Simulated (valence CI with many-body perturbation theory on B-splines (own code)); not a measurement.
# Level structure of Fe²⁰⁺

Method: valence CI with perturbative core correlation (CI+MBPT): four valence electrons over a frozen Dirac-Fock core [He], radial functions for each j: 11 s, 11 p, 9 d, 7 f, 5 g, 2 h, 1 i, with the one-electron correlation potential Σ1, the two-electron term Σ2, the three-electron term Σ3, Breit, model QED; selected CI, second order for the rest (own B-spline code, finite nucleus).

No measured spectrum was set against this ion. As an estimate, levels of excited configurations hold to 0.05 to 0.15 % of their energy, terms of the ground configuration to about 0.5 %. Among the levels kept, up to 270 cm⁻¹ of a level comes from second order outside the variational space, and about a tenth of that is noise between levels of different J, which matters for small intervals.

Levels 91 to 110 of 110, with energies above the lowest level, 2s²2p² ³P_0. "Leading %" is the weight of the configuration and term that name the level; weights of strongly mixed levels are sums over their largest components and can fall short. In the jj column 3d3/2^4 stands for four electrons in 3d with j = 3/2. Lifetimes count E1, E2, E3, M1 and M2 decay at the calculated energies, and are blank where another channel may lead or the interval is too uncertain; long ones can be off by a factor of two.

```
No.  Configuration  Term  J  E (Ry)  Leading %                   Leading jj  Lifetime      g
 91        2s2p²3p   ³F°  3  78.724         93  2s 2p1/2 2p3/2 3p3/2 (45 %)   2.36 ps  1.098
 92        2s2p²3d    ⁵P  1  78.728         89  2s 2p1/2 2p3/2 3d3/2 (50 %)   37.9 fs  2.403
 93        2s2p²3d    ³F  3  78.754         81  2s 2p1/2 2p3/2 3d5/2 (45 %)    105 fs  1.143
 94        2s2p²3p   ³D°  1  78.764         69  2s 2p1/2 2p3/2 3p1/2 (72 %)    316 fs  0.688
 95        2s2p²3p   ¹D°  2  78.845         52  2s 2p1/2 2p3/2 3p3/2 (49 %)    207 fs  0.969
 96        2s2p²3s    ³S  1  78.948         50         2s 2p3/2^2 3s (72 %)    361 fs  1.741
 97        2s2p²3p   ³F°  4  78.953         94      2s 2p3/2^2 3p3/2 (55 %)   97.0 ps  1.260
 98        2s2p²3d    ³P  0  78.960         92      2s 2p3/2^2 3d5/2 (56 %)    105 fs       
 99        2s2p²3p   ³D°  2  79.004         87      2s 2p3/2^2 3p1/2 (34 %)    957 fs  1.204
100        2s2p²3p   ¹F°  3  79.010         87  2s 2p1/2 2p3/2 3p3/2 (48 %)    147 fs  1.038
101        2s2p²3s    ³P  2  79.090         90         2s 2p3/2^2 3s (74 %)    424 fs  1.472
102        2s2p²3p   ³D°  3  79.148         92  2s 2p1/2 2p3/2 3p3/2 (44 %)    965 fs  1.323
103        2s2p²3p   ¹P°  1  79.149         57  2s 2p1/2 2p3/2 3p3/2 (63 %)    188 fs  0.923
104        2s2p²3d    ³F  4  79.190         86      2s 2p3/2^2 3d5/2 (42 %)    104 fs  1.253
105        2s2p²3p   ³P°  0  79.210         78  2s 2p1/2 2p3/2 3p3/2 (64 %)   1.13 ps       
106        2s2p²3s    ¹P  1  79.235         77         2s 2p3/2^2 3s (71 %)    199 fs  1.075
107        2s2p²3s    ¹S  0  79.326         74         2s 2p3/2^2 3s (85 %)    574 fs       
108        2s2p²3p   ³P°  1  79.330         82  2s 2p1/2 2p3/2 3p3/2 (61 %)    581 fs  1.446
109        2s2p²3d    ³D  1  79.411         85  2s 2p1/2 2p3/2 3d5/2 (66 %)   76.4 fs  0.615
110        2s2p²3d    ³D  2  79.449         78  2s 2p1/2 2p3/2 3d5/2 (50 %)   78.4 fs  1.158
```

Names give the largest LS component (configuration and term), which can be under half, so a name can repeat, a term be missing and a line seem to break the LS rules; names also repeat where a configuration has a term twice.
